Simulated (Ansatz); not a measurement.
Reaction (substitution at a C–C bond): `CCCCCC(C)(C)C` + H₂S → `CC(C)(C)CS` + `CCCC`

Gas-phase electronic energies from Ansatz, PBE0-D4/def2-TZVP geometries. CBS: MP2 limit from def2 TZ/QZ plus the TZ coupled-cluster correction, frozen cores. This one scheme is used for every species. Functionals use def2-TZVPP. Each species was taken in one conformer, which may not be the lowest.

```csv
level,ΔE (kJ/mol)
ωB97M-V,2.3
HF/def2-QZVPP,-6.3
```

Task: What does CCSD(T)/CBS give? (Estimate.)

Result: Computed: +2.9 kJ/mol. The listed levels differ from it by -0.6, -9.2 kJ/mol.

Largest T1 diagnostic among the species: 0.009.

From PBE to PBE0 (25 % exact exchange), in def2-TZVPP and without D4, ΔE moves by +3.1 kJ/mol. The D4 term adds +7.6 kJ/mol with B3LYP and +5.4 kJ/mol with PBE0; it sums over pairs of atoms, weighted by their polarisabilities, and B3LYP, whose exchange is more repulsive, gets the larger term. In def2-TZVPP, CCSD(T) changes the Hartree–Fock value by +12.0 kJ/mol (the triples alone add +0.0 kJ/mol) and MP2 by +9.4 kJ/mol.

B3LYP here is the variant with VWN-RPA as its local correlation; programs differ in this.
